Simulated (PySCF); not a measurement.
H3O3Si, SMILES O[Si](O)O (connectivity only; charge and spin as stated), charge +1, multiplicity 1.

Geometry: r2SCAN-D4/def2-SVP. The multiplicity is an assumed one; other spin states were not compared. The isomer is the one that the SMILES or the coordinates give; other isomers of the formula were not compared. One conformer was computed; it need not be the lowest.

Computed with r2SCAN-D4/def2-SVP run with PySCF.

Frequencies are harmonic and unscaled.

```tsv
mode	ν (cm⁻¹)	IR (km/mol)	Raman (Å⁴/amu)	depolarisation	moving atoms (share of kinetic energy)
1	296	41.6	3.1	0.72	O 59 %, H 26 %, Si 15 %
2	314	1.3	0.4	0.75	H 85 %, O 12 %
3	314	0.5	1.7	0.64	O 68 %, H 17 %, Si 15 %
4	334	138.3	0.1	0.75	Si 59 %, O 37 %
5	406	69.0	0.8	0.75	H 86 %, O 12 %
6	447	329.5	0.2	0.75	H 96 %
7	538	384.2	1.1	0.62	H 85 %, O 14 %
8	615	42.8	2.9	0.07	H 66 %, O 33 %
9	670	201.2	4.5	0.06	H 72 %, O 27 %
10	880	10.5	14.5	0.06	O 82 %, H 18 %
11	1176	154.5	2.5	0.64	Si 48 %, O 46 %
12	1189	169.3	2.8	0.71	Si 49 %, O 43 %, H 8 %
13	3823	556.9	36.7	0.54	H 94 %
14	3831	276.0	53.7	0.27	H 94 %
15	3853	382.4	103.1	0.18	H 94 %
```
